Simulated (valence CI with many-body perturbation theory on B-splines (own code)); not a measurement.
# Cr⁺: E2, M1 decay

Level of theory: relativistic CI+MBPT: five valence electrons over a frozen Dirac-Fock core [Ar], a basis of 7 s, 7 p, 8 d, 6 f, 4 g, 1 h functions for each j, with the one-electron correlation potential Σ1 (screened to all orders), the two-electron term Σ2, the three-electron term Σ3, Breit, model QED; selected single and double excitations, second order for the rest, scaled by the run's own slope (own B-spline code, finite nucleus).

Set against measurement, 16 paired levels are off by 2052 cm⁻¹ on average, the worst by 3342. These come from a selection out of the NIST Handbook of Basic Atomic Spectroscopic Data. Levels without a partner in it may be off by more, other configurations by 1,000 to 4,000 cm⁻¹. Among the levels kept, up to 1900 cm⁻¹ of a level comes from second order outside the variational space, and about a tenth of that is noise between levels of different J, which matters for small intervals. Only levels of the ground parity were solved; by the run's estimate the other parity begins above the list, which can be wrong where configurations are misplaced.

Lines 1 to 50 of 85 in falling wavelength, among levels below 32575 cm⁻¹, chosen from the decays that carry over 1 % of a level's rate. Wavelengths and rates use the calculated energies, so an error of 2000 cm⁻¹ moves a line at 13560 Å by 27 % and its rate by three times that or more. Electric multipoles are in the length gauge, E1 and E2 with the static RPA response of the core. S is in atomic units (e²a₀⁴ for E2 and M2, e²a₀⁶ for E3), for M1 in squared Bohr magnetons. Weak lines are less certain than strong ones. Lines between different terms over intervals too small for the method are left out, as are lines whose strength nearly cancels and 26 of this kind that miss the measured wavelength by over 7 %.

| λ vac (Å) | λ from measured levels | Upper | Lower | Type | A (s⁻¹) | S (a.u.) |
| --- | --- | --- | --- | --- | --- | --- |
| 6.027e+05 | 5.998e+05 | 3d⁴4s ⁴D_5/2 | 3d⁴4s ⁴D_3/2 | M1 | 1.73e-04 | 8.43e+00 |
| 4.456e+05 | 4.422e+05 | 3d⁴4s ⁴D_7/2 | 3d⁴4s ⁴D_5/2 | M1 | 2.62e-04 | 6.88e+00 |
| 32990 |  | 3d⁵ ⁴D_7/2 | 3d⁵ ⁴P_5/2 | M1 | 5.38e-03 | 5.73e-02 |
| 32830 |  | 3d⁵ ⁴D_3/2 | 3d⁵ ⁴P_5/2 | M1 | 2.59e-03 | 1.36e-02 |
| 32780 |  | 3d⁵ ⁴D_5/2 | 3d⁵ ⁴P_5/2 | M1 | 2.90e-03 | 2.27e-02 |
| 32730 |  | 3d⁵ ⁴D_1/2 | 3d⁵ ⁴P_3/2 | M1 | 4.93e-03 | 1.28e-02 |
| 32580 |  | 3d⁵ ⁴D_3/2 | 3d⁵ ⁴P_3/2 | M1 | 5.08e-03 | 2.60e-02 |
| 32530 |  | 3d⁵ ⁴D_5/2 | 3d⁵ ⁴P_3/2 | M1 | 3.65e-04 | 2.79e-03 |
| 32460 |  | 3d⁵ ⁴D_1/2 | 3d⁵ ⁴P_1/2 | M1 | 7.87e-03 | 1.99e-02 |
| 17340 |  | 3d⁴4s ⁴P_1/2 | 3d⁵ ⁴P_5/2 | E2 | 2.16e-03 | 6.06e+00 |
| 16370 |  | 3d⁴4s ⁴P_3/2 | 3d⁵ ⁴P_5/2 | M1 | 2.13e-03 | 1.38e-03 |
| 15640 |  | 3d⁴4s ⁴F_3/2 | 3d⁵ ⁴P_1/2 | E2 | 1.09e-03 | 3.64e+00 |
| 15340 |  | 3d⁴4s ⁴H_7/2 | 3d⁵ ⁴G_9/2 | E2 | 1.28e-04 | 7.76e-01 |
| 15340 |  | 3d⁴4s ⁴H_7/2 | 3d⁵ ⁴G_7/2 | E2 | 1.34e-03 | 8.14e+00 |
| 15340 |  | 3d⁴4s ⁴H_7/2 | 3d⁵ ⁴G_7/2 | M1 | 1.29e-04 | 1.38e-04 |
| 15330 |  | 3d⁴4s ⁴H_7/2 | 3d⁵ ⁴G_5/2 | E2 | 4.07e-03 | 2.45e+01 |
| 15330 |  | 3d⁴4s ⁴H_7/2 | 3d⁵ ⁴G_5/2 | M1 | 1.25e-04 | 1.33e-04 |
| 15220 |  | 3d⁴4s ⁴H_9/2 | 3d⁵ ⁴G_11/2 | E2 | 1.01e-04 | 7.35e-01 |
| 15200 |  | 3d⁴4s ⁴H_9/2 | 3d⁵ ⁴G_9/2 | E2 | 1.51e-03 | 1.10e+01 |
| 15200 |  | 3d⁴4s ⁴H_9/2 | 3d⁵ ⁴G_9/2 | M1 | 1.40e-04 | 1.82e-04 |
| 15200 |  | 3d⁴4s ⁴H_9/2 | 3d⁵ ⁴G_7/2 | E2 | 3.48e-03 | 2.52e+01 |
| 15190 |  | 3d⁴4s ⁴H_9/2 | 3d⁵ ⁴G_5/2 | E2 | 7.09e-04 | 5.12e+00 |
| 15060 |  | 3d⁴4s ⁴H_11/2 | 3d⁵ ⁴G_11/2 | E2 | 1.15e-03 | 9.53e+00 |
| 15060 |  | 3d⁴4s ⁴H_11/2 | 3d⁵ ⁴G_11/2 | M1 | 8.77e-05 | 1.33e-04 |
| 15050 |  | 3d⁴4s ⁴H_11/2 | 3d⁵ ⁴G_9/2 | E2 | 4.14e-03 | 3.42e+01 |
| 15040 |  | 3d⁴4s ⁴H_11/2 | 3d⁵ ⁴G_7/2 | E2 | 8.35e-04 | 6.89e+00 |
| 14870 |  | 3d⁴4s ⁴H_13/2 | 3d⁵ ⁴G_11/2 | E2 | 5.93e-03 | 5.38e+01 |
| 14870 |  | 3d⁴4s ⁴H_13/2 | 3d⁵ ⁴G_11/2 | M1 | 1.55e-04 | 2.65e-04 |
| 14850 |  | 3d⁴4s ⁴H_13/2 | 3d⁵ ⁴G_9/2 | E2 | 6.19e-04 | 5.59e+00 |
| 13560 | 13340 | 3d⁴4s ⁴D_1/2 | 3d⁴4s ⁶D_3/2 | M1 | 1.12e-04 | 2.06e-05 |
| 13550 | 13340 | 3d⁴4s ⁴D_5/2 | 3d⁴4s ⁶D_7/2 | M1 | 3.29e-04 | 1.82e-04 |
| 13470 | 13280 | 3d⁴4s ⁴D_7/2 | 3d⁴4s ⁶D_9/2 | M1 | 1.05e-03 | 7.60e-04 |
| 13400 | 13220 | 3d⁴4s ⁴D_1/2 | 3d⁴4s ⁶D_1/2 | M1 | 1.45e-03 | 2.59e-04 |
| 13360 | 13160 | 3d⁴4s ⁴D_3/2 | 3d⁴4s ⁶D_3/2 | M1 | 8.90e-04 | 3.14e-04 |
| 13270 | 13070 | 3d⁴4s ⁴D_5/2 | 3d⁴4s ⁶D_5/2 | M1 | 5.88e-04 | 3.06e-04 |
| 13200 | 13040 | 3d⁴4s ⁴D_3/2 | 3d⁴4s ⁶D_1/2 | M1 | 3.94e-04 | 1.35e-04 |
| 13150 | 12950 | 3d⁴4s ⁴D_7/2 | 3d⁴4s ⁶D_7/2 | M1 | 2.87e-04 | 1.94e-04 |
| 13070 | 12880 | 3d⁴4s ⁴D_5/2 | 3d⁴4s ⁶D_3/2 | M1 | 3.23e-04 | 1.60e-04 |
| 12890 | 12700 | 3d⁴4s ⁴D_7/2 | 3d⁴4s ⁶D_5/2 | M1 | 1.33e-04 | 8.45e-05 |
| 12540 |  | 3d⁵ ⁴D_7/2 | 3d⁴4s ⁴D_7/2 | E2 | 1.21e-02 | 2.69e+01 |
| 12520 |  | 3d⁵ ⁴D_3/2 | 3d⁴4s ⁴D_7/2 | E2 | 2.91e-03 | 3.20e+00 |
| 12510 |  | 3d⁵ ⁴D_5/2 | 3d⁴4s ⁴D_7/2 | E2 | 1.03e-02 | 1.69e+01 |
| 12290 |  | 3d⁴4s ⁴F_3/2 | 3d⁵ ⁴G_7/2 | E2 | 1.28e-03 | 1.29e+00 |
| 12290 |  | 3d⁴4s ⁴F_3/2 | 3d⁵ ⁴G_5/2 | E2 | 3.59e-03 | 3.59e+00 |
| 12200 |  | 3d⁵ ⁴D_7/2 | 3d⁴4s ⁴D_5/2 | E2 | 8.31e-03 | 1.60e+01 |
| 12200 |  | 3d⁵ ⁴D_1/2 | 3d⁴4s ⁴D_5/2 | E2 | 7.64e-03 | 3.69e+00 |
| 12180 |  | 3d⁵ ⁴D_3/2 | 3d⁴4s ⁴D_5/2 | E2 | 1.25e-02 | 1.19e+01 |
| 12180 |  | 3d⁵ ⁴D_3/2 | 3d⁴4s ⁴D_5/2 | M1 | 6.57e-04 | 1.76e-04 |
| 12170 |  | 3d⁵ ⁴D_5/2 | 3d⁴4s ⁴D_5/2 | E2 | 1.55e-03 | 2.21e+00 |
| 11960 |  | 3d⁵ ⁴D_7/2 | 3d⁴4s ⁴D_3/2 | E2 | 1.67e-03 | 2.92e+00 |
